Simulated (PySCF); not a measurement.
Vertical excitations of a molecule C5H7F from PySCF with TDA-PBE0/def2-SVPD, as energy in eV (oscillator strength): 6.81 (0.029), 7.24 (0.011), 7.38 (0.095), 7.71 (0.040), 7.81 (0.154), 8.04 (0.004), 8.24 (0.011), 8.43 (0.012), 8.72 (0.010), 8.98 (0.001). Lowest triplet (TDA): 4.36 eV. Geometry optimised at B3LYP-D3(BJ)/def2-SVP. The values are those of a single conformer.

Q: Identify the compound among the candidates.
(A) FC1CC=CC1
(B) C/C=C/C=C\F
(C) C=CC(F)C=C
(D) C[C@H]1CC=C1F

A: D, C[C@H]1CC=C1F
